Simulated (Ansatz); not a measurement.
Species: SiNH₂F₃, charge 0, multiplicity 1. SMILES: F[Si](F)(N)F
Coordinates optimised at B3LYP-D3(BJ)/def2-TZVP (Ansatz, a quantum-chemistry and plane-wave program):
```
Si
F 1 1.5800
F 1 1.5800 2 110.23
F 1 1.5841 2 105.72 3 113.80
N 1 1.6755 2 109.62 4 125.44
H 5 1.0060 1 122.47 2 -38.32
H 5 1.0060 6 112.93 1 163.76
```
Charge 0, spin multiplicity 1.

Wanted: vertical triplet-singlet gap, E(triplet) - E(singlet), in eV. Set-up: spin-orbit terms left out; valence correlation only; open shells spin-unrestricted; non-relativistic; each state is the SCF solution reached for its charge and spin; no dispersion term unless named; 6-31G* and kin with 6d, 5d where marked. Basis-set limits of correlation are two-point, X^-3; Hartree-Fock from the larger set. [CCSD(T)-MP2]/basis is that difference in the basis named. Ab initio and DFT rows: single points at B3LYP-D3(BJ) geometries (Ansatz). Levels can end on unlike triplets.

| species | coefficient | E at B3LYP/6-31G* (Ansatz), Eh | E at PBE0/def2-TZVPD (Ansatz), Eh |
|---|---|---|---|
| charge 0, triplet | +1 | -644.93201 | -644.69011 |
| charge 0, singlet | -1 | -645.19419 | -644.93300 |

Coupled cluster (Ansatz) is a level with limits of its own, used here on species with T1 under 0.025 (0.045 for open shells) and stable references: RI-MP2/CBS(aug-cc-pV(T+d)Z,aug-cc-pV(Q+d)Z)+[CCSD(T)-MP2]/aug-cc-pV(T+d)Z. Value to compare with, RI-MP2/CBS(aug-cc-pV(T+d)Z,aug-cc-pV(Q+d)Z)+[CCSD(T)-MP2]/aug-cc-pV(T+d)Z (Ansatz): 6.88 eV. 1 Eh = 27.2114 eV.

Task: Work the quantity out at each level, and compare with RI-MP2/CBS(aug-cc-pV(T+d)Z,aug-cc-pV(Q+d)Z)+[CCSD(T)-MP2]/aug-cc-pV(T+d)Z (Ansatz).

Result: 
- B3LYP/6-31G*: the sum of coefficient times E is 0.26218 Eh, or 7.134 eV. Result: 7.13 eV. Its difference against RI-MP2/CBS(aug-cc-pV(T+d)Z,aug-cc-pV(Q+d)Z)+[CCSD(T)-MP2]/aug-cc-pV(T+d)Z (Ansatz) is 0.25 eV.
- PBE0/def2-TZVPD: the sum of coefficient times E is 0.24289 Eh, or 6.609 eV. Result: 6.61 eV. Its difference against RI-MP2/CBS(aug-cc-pV(T+d)Z,aug-cc-pV(Q+d)Z)+[CCSD(T)-MP2]/aug-cc-pV(T+d)Z (Ansatz) is -0.27 eV.
